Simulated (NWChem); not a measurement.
System: CH$_{3}$BF$_{2}$O; SMILES OCB(F)F

NWChem input:

```
start job
memory heap 200 mb stack 900 mb global 1100 mb
geometry units angstroms
  O     -1.928301     0.695079     0.036527
  C     -1.101969    -0.429083    -0.217796
  B      0.450745    -0.187051    -0.039990
  F      1.358060    -1.078011    -0.372191
  F      0.931762     0.910281     0.507734
  H     -1.506459     1.268085     0.685405
  H     -1.408942    -1.262238     0.439279
  H     -1.339685    -0.758324    -1.235079
end
basis spherical
  * library def2-svp
end
dft
  xc pbe0
  iterations 150
end
driver
  maxiter 120
end
task dft optimize
task dft freq
```

The level has its own optimisation; frequencies are unscaled.

**Question.** What results follow from this input? (PBE0/def2-SVP.) Quantities: r C–O (Å); r H–O (Å); r B–C (Å); highest harmonic frequency (cm⁻¹); lowest (cm⁻¹); zero-point energy (kcal/mol); dipole (D).

**Answer.** The r C–O (Å) is 1.403. The r H–O (Å) is 0.962, the r B–C (Å) is 1.567 and the highest harmonic frequency (cm⁻¹) comes out as 3888. The lowest (cm⁻¹) is 98 and the zero-point energy (kcal/mol) is 32.5. The dipole (D) is 0.86.
